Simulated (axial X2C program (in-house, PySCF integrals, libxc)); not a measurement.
**Nuclear properties of BeSi⁻**

Computed with an in-house all-electron X2C program for linear molecules (integrals from PySCF): two-component X2C with atomic mean-field Coulomb and Gaunt terms, Gaussian nuclei, basis Si dyall-av3z, Be dyall-av3z with contracted cores.

R = 2.237 Å (near the PBE0 minimum at charge -1 of the determinant lowest at the starting distance; the state shown can have its own minimum elsewhere).

Input and command:
```json
{"zs": [14, 4], "q": -1, "bas": ["dyall-av3z", "dyall-av3z"], "r0": 2.18, "levels": ["PBE0", "HF", "BP86", "TPSSh", "PBE50"], "nst": 3}
```
```bash
python soeom.py task.json out
```

Keys: zs atomic numbers; q charge; bas basis sets; r0 starting distance in Å; levels methods; nst determinants followed.

Determinant lowest in the PBE0 search, Ω = 3/2 (⟨Sz⟩ = 1.50, ⟨Lz⟩ = 0.00 at PBE0), spin on the atoms Si 0.97, Be 0.53:

```csv
level,Eeff magnitude (GV/cm),Ws magnitude Si (kHz),A∥/gI Si (MHz),qzz Si (a.u.),A∥/gI Be (MHz),qzz Be (a.u.)
PBE0,0.0337,0.0084,-63.2,-0.90,16.5,-0.10
HF,0.0545,0.0135,-60.7,-0.97,20.3,-0.13
BP86,0.0277,0.0069,-46.2,-0.92,20.3,-0.10
TPSSh,0.0299,0.00738,-28.2,-0.89,23.4,-0.10
PBE50,0.0387,0.00962,-64.6,-0.88,15.3,-0.11
```

Determinant 0.70 eV from it at PBE0 and this distance, Ω = 1/2 (⟨Sz⟩ = 0.50, ⟨Lz⟩ = 0.00 at PBE0), spin on the atoms Si 0.10, Be 0.40:

| level | Eeff magnitude (GV/cm) | Ws magnitude Si (kHz) | A∥/gI Si (MHz) | qzz Si (a.u.) | A∥/gI Be (MHz) | qzz Be (a.u.) |
| --- | --- | --- | --- | --- | --- | --- |
| PBE0 | 0.0296 | 0.0219 | 30.2 | -1.05 | 78 | -0.11 |
| HF | 0.0411 | 0.0303 | 45 | -1.20 | 97.2 | -0.13 |
| BP86 | 0.0253 | 0.0187 | 37 | -1.05 | 82.7 | -0.10 |
| TPSSh | 0.0266 | 0.0196 | 40.2 | -1.05 | 84.3 | -0.10 |
| PBE50 | 0.0335 | 0.0248 | 25.2 | -1.05 | 75.9 | -0.11 |

Eeff is the effective electric field on the electron electric dipole moment in this Ω state and Ws the scalar–pseudoscalar constant of the nucleus named (defined with the proton number Z and per Ω); A∥ (defined per Ω) follows by multiplying with gI = μI/(I μN); qzz is the electric field gradient, eQq0 = 234.96 MHz × Q/barn × qzz. The operators were transformed with the bare-nucleus X2C matrices; with these basis sets, hyperfine constants and field gradients can be off by tens of per cent, and where levels differ in sign neither size nor sign is settled.

(1) With gI(9Be) = -0.7850, Q(9Be) = 0.05288 barn (g factors from the IAEA table of nuclear moments by Stone; Q from Pyykkö, Mol. Phys. 2018), turn the PBE0 values of the first state into constants in MHz.

Each state is one determinant with collinear spin, which with several unpaired electrons need not be a pure state. Unrestricted Hartree–Fock can overshoot spin polarisation at the nuclei. For an anion, determinants above electron detachment, or with a positive highest level, are held by the basis set. This is the top spin component of a Σ state; components of lower Ω are not single determinants and can lie lower. With several open shells hyperfine constants can be off by a factor of several. States lie within half an eV, so the first need not be the ground state. Further determinants of the search, some of them spin-mixed, are not shown. Where a field gradient or hyperfine factor spreads by more than a factor of two over the levels, a constant derived from it is not to be relied on. PBE0 term energies can be off by some tenths of an eV.

Answers

(1) A∥(9Be) = 16.5 × -0.7850 = -13 MHz; eQq0(9Be) = 234.96 × (0.05288) × (-0.10) = -1.24 MHz.
